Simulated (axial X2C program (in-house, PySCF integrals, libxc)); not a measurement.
# Density and ELF of LiSr

Computed with an axial X2C code built on PySCF integrals. Two-component (2c) means X2C with spin–orbit coupling and atomic mean-field two-electron Coulomb and Gaunt terms. Basis: Sr dyall-cv3z [13s12p8d5f1g], Li dyall-cv3z [7s8p2d] (cores contracted in-house); Gaussian nuclei, density fitting, unrestricted open shells. Masses: Sr 87.906 u, Li 7.016 u.

PBE0, 2c, state Ω = 1/2 (⟨Sz⟩ = 0.50, ⟨Lz⟩ = 0.00 at PBE0); Sr at z = 0, Li at z = 3.609 Å.

The maps cover the half plane through the axis: z from -2.4 to 6.0 Å along the bond, ρ from 0.15 to 2.25 Å away from it.

log10 of the density in e/bohr³:

```
 ρ\z  -2.4  -1.8  -1.2  -0.6   0.0   0.6   1.2   1.8   2.4   3.0   3.6   4.2   4.8   5.4   6.0
0.15  -2.7  -2.3  -1.5  -0.4   1.5  -0.4  -1.5  -2.0  -2.0  -1.6   0.4  -1.5  -2.5  -2.8  -3.2
0.45  -2.7  -2.4  -1.7  -0.6   0.0  -0.6  -1.6  -2.0  -2.0  -1.9  -0.9  -2.0  -2.6  -2.8  -3.2
0.75  -2.7  -2.4  -1.9  -1.0  -0.6  -1.0  -1.9  -2.1  -2.1  -2.2  -2.0  -2.4  -2.6  -2.9  -3.3
1.05  -2.8  -2.5  -2.2  -1.5  -1.2  -1.6  -2.1  -2.2  -2.2  -2.3  -2.4  -2.5  -2.7  -3.0  -3.4
1.35  -2.9  -2.6  -2.3  -2.0  -1.8  -2.0  -2.3  -2.3  -2.4  -2.4  -2.5  -2.6  -2.8  -3.1  -3.5
1.65  -3.0  -2.7  -2.5  -2.3  -2.3  -2.4  -2.5  -2.5  -2.5  -2.6  -2.6  -2.8  -3.0  -3.2  -3.6
1.95  -3.2  -2.9  -2.7  -2.5  -2.5  -2.6  -2.6  -2.7  -2.7  -2.8  -2.8  -2.9  -3.1  -3.4  -3.8
2.25  -3.3  -3.0  -2.8  -2.7  -2.7  -2.8  -2.8  -2.9  -2.9  -3.0  -3.0  -3.1  -3.3  -3.6  -3.9
```

Electron localisation function (collinear form, no current term, damped to 0 at low density):

```
 ρ\z  -2.4  -1.8  -1.2  -0.6   0.0   0.6   1.2   1.8   2.4   3.0   3.6   4.2   4.8   5.4   6.0
0.15  0.91  0.23  0.35  0.58  0.34  0.57  0.25  0.67  0.91  0.09  1.00  0.46  0.42  0.98  0.79
0.45  0.91  0.29  0.23  0.81  0.20  0.81  0.17  0.72  0.96  0.02  0.98  0.04  0.65  0.98  0.75
0.75  0.93  0.44  0.12  0.75  0.81  0.75  0.11  0.78  0.98  0.06  0.03  0.03  0.91  0.97  0.66
1.05  0.93  0.67  0.11  0.34  0.66  0.33  0.10  0.83  0.98  0.65  0.07  0.38  0.98  0.95  0.51
1.35  0.92  0.85  0.23  0.11  0.17  0.09  0.19  0.84  0.97  0.96  0.83  0.94  0.98  0.89  0.32
1.65  0.86  0.92  0.59  0.17  0.10  0.10  0.36  0.80  0.93  0.96  0.97  0.97  0.95  0.73  0.15
1.95  0.73  0.93  0.86  0.52  0.28  0.29  0.46  0.67  0.83  0.92  0.95  0.94  0.85  0.44  0.05
2.25  0.46  0.86  0.92  0.82  0.64  0.50  0.42  0.46  0.62  0.79  0.85  0.81  0.58  0.17  0.02
```

Axial spin density in 10⁻³ e/bohr³:

```
 ρ\z  -2.4  -1.8  -1.2  -0.6   0.0   0.6   1.2   1.8  2.4  3.0   3.6  4.2  4.8  5.4  6.0
0.15   1.1   1.3  -0.1  10.6  -3.0  -1.1  -0.3   0.1  1.6  0.5  24.5  0.8  2.6  1.5  0.6
0.45   1.1   1.4   0.2   3.0  -0.2  -0.5  -0.5   0.0  1.5  1.3  -0.1  1.7  2.5  1.4  0.6
0.75   1.0   1.4   0.8   0.0  -0.4   0.0  -0.7  -0.1  1.4  2.0   1.6  2.4  2.2  1.2  0.5
1.05   0.9   1.4   1.4   0.8   0.7   0.1  -0.7  -0.2  1.1  2.1   2.4  2.4  1.9  1.0  0.4
1.35   0.7   1.3   1.5   1.4   1.0   0.0  -0.7  -0.2  0.8  1.7   2.1  2.0  1.4  0.7  0.3
1.65   0.6   1.0   1.4   1.4   0.9   0.0  -0.5  -0.2  0.5  1.2   1.6  1.5  1.0  0.5  0.2
1.95   0.4   0.8   1.1   1.1   0.7   0.0  -0.3  -0.1  0.3  0.8   1.0  1.0  0.7  0.4  0.2
2.25   0.3   0.5   0.7   0.8   0.5   0.0  -0.2  -0.1  0.2  0.5   0.6  0.6  0.4  0.2  0.1
```

Occupations by symmetry block were frozen at the best pattern of an incomplete PBE0 search. Density functionals use the spin component along the axis (collinear).
